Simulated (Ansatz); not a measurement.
C$_{4}$H$_{10}$Si, SMILES `CC[Si]CC`, relaxed with RKS PBE-D4/def2-SVP in the Gaussian-basis code of Ansatz from a rough embedded geometry. The force threshold is 0.03 eV/Å; the program also tests the step.

The species carries charge 0 and has multiplicity 1.

Start:

```xyz
15

C     0.046   -0.258    2.105
C    -0.535    0.833    1.288
Si    0.557    1.415   -0.110
C     0.872    0.183   -1.375
C    -0.301   -0.473   -2.084
H     0.958   -0.058    2.580
H    -0.693   -0.570    2.901
H     0.158   -1.179    1.477
H    -0.755    1.681    2.007
H    -1.506    0.539    0.894
H     1.587    0.530   -2.098
H     1.447   -0.673   -0.856
H    -0.878    0.237   -2.609
H     0.012   -1.255   -2.768
H    -0.969   -0.952   -1.352
```

```json
{"step": "1", "energy (eV)": "-12170.9683", "largest force (eV/Å)": "3.153", "largest move (Å)": "0.000"}
{"step": "2", "energy (eV)": "-12171.6062", "largest force (eV/Å)": "1.199", "largest move (Å)": "0.195"}
{"step": "3", "energy (eV)": "-12171.7096", "largest force (eV/Å)": "0.284", "largest move (Å)": "0.120"}
{"step": "4", "energy (eV)": "-12171.7237", "largest force (eV/Å)": "0.138", "largest move (Å)": "0.129"}
{"step": "5 (rejected)", "energy (eV)": "-12171.7190", "largest force (eV/Å)": "0.232", "largest move (Å)": "0.073"}
{"step": "6", "energy (eV)": "-12171.7279", "largest force (eV/Å)": "0.084", "largest move (Å)": "0.036"}
{"step": "7", "energy (eV)": "-12171.7357", "largest force (eV/Å)": "0.072", "largest move (Å)": "0.100"}
{"step": "8 (rejected)", "energy (eV)": "-12171.7341", "largest force (eV/Å)": "0.223", "largest move (Å)": "0.146"}
{"step": "9", "energy (eV)": "-12171.7387", "largest force (eV/Å)": "0.059", "largest move (Å)": "0.073"}
{"step": "10", "energy (eV)": "-12171.7410", "largest force (eV/Å)": "0.048", "largest move (Å)": "0.065"}
{"step": "11", "energy (eV)": "-12171.7418", "largest force (eV/Å)": "0.041", "largest move (Å)": "0.035"}
{"step": "12", "energy (eV)": "-12171.7422", "largest force (eV/Å)": "0.041", "largest move (Å)": "0.054"}
{"step": "13", "energy (eV)": "-12171.7426", "largest force (eV/Å)": "0.031", "largest move (Å)": "0.022"}
{"step": "14", "energy (eV)": "-12171.7427", "largest force (eV/Å)": "0.012", "largest move (Å)": "0.008"}
```

End:

```xyz
15

C    -0.087   -0.354    1.916
C    -0.533    0.908    1.146
Si    0.943    1.537    0.067
C     0.942    0.219   -1.342
C    -0.314   -0.549   -1.764
H     0.848   -0.184    2.494
H    -0.855   -0.681    2.647
H     0.104   -1.211    1.236
H    -0.821    1.702    1.868
H    -1.434    0.684    0.533
H     1.453    0.673   -2.221
H     1.721   -0.486   -0.941
H    -1.093    0.135   -2.163
H    -0.102   -1.295   -2.559
H    -0.772   -1.099   -0.916
```

Hardware: 4 threads of a server CPU on a shared host. Wall time 20 s, peak host memory 0.17 GiB.
